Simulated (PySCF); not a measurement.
# Distorted geometries of WO(OH)4

WO(OH)4 (singlet). PySCF 2.14.0, RKS B3LYP, W def2-SVP with ECP60, O def2-SVP, H def2-SVP; non-relativistic Hamiltonian with scalar-relativistic core potentials where named; density fitting; no spin-orbit coupling. Relaxed geometry:

```xyz
10

W     0.0578    0.0641   -0.1933
O    -0.1347   -0.1908    1.5116
O     0.0262   -0.0647   -2.1103
H    -0.3256   -0.6549   -2.7864
O     1.9540    0.0134   -0.1853
H     2.4041   -0.0692    0.6685
O    -0.7087    1.7973   -0.2357
H    -0.9645    2.1976    0.6085
O    -1.0210   -1.5287   -0.4207
H    -1.2877   -1.9009    0.4341
```

Task: Order these distorted geometries by energy above the relaxed one, lowest first.
A.
```xyz
10

W     0.2720   -0.0090   -0.2967
O    -0.2059   -0.2993    1.4909
O     0.2182   -0.1788   -2.1368
H    -0.6168   -0.6774   -2.9928
O     1.8879    0.0166   -0.0815
H     2.6448   -0.2338    0.8127
O    -0.8283    1.9394   -0.2928
H    -0.7461    2.3567    0.7246
O    -1.1189   -1.2719   -0.1439
H    -1.5068   -1.9793    0.2075
```
B.
```xyz
10

W     0.0885    0.0903   -0.1396
O    -0.0485   -0.2116    1.3950
O    -0.0116   -0.1614   -1.9831
H    -0.2914   -0.6500   -2.8349
O     1.9312    0.0448   -0.1643
H     2.4147   -0.0672    0.6238
O    -0.8075    1.8814   -0.2180
H    -0.8709    2.1169    0.6098
O    -1.1204   -1.4782   -0.3858
H    -1.2840   -1.9017    0.3882
```
C.
```xyz
10

W     0.1795    0.0685   -0.2655
O    -0.2592   -0.1223    1.7696
O     0.1152   -0.1429   -2.0078
H    -0.2206   -0.6507   -2.8279
O     1.9116    0.1728   -0.3640
H     2.1336    0.0671    0.6943
O    -0.4938    1.6480   -0.1941
H    -1.1391    2.2256    0.6402
O    -0.8579   -1.7235   -0.6131
H    -1.3692   -1.8794    0.4592
```

Result: B (2.02 eV), C (5.78 eV), A (7.44 eV).

Task: Which forces (eV/Å) act in the one that lies 2.02 eV up?

Result: 
```
W    -2.61   3.03 -12.02
O    -1.23  -2.28  12.86
O    -0.25  -0.74  -4.48
H     0.61   1.05   2.32
O     0.81   0.28  -1.77
H     1.15  -0.24   1.76
O     1.94  -4.18  -6.91
H    -0.94   2.68   7.54
O     1.52   2.55  -3.47
H    -1.00  -2.13   4.16
```
Forces carry noise of the integration grid, about 0.01 to 0.03 eV/Å.
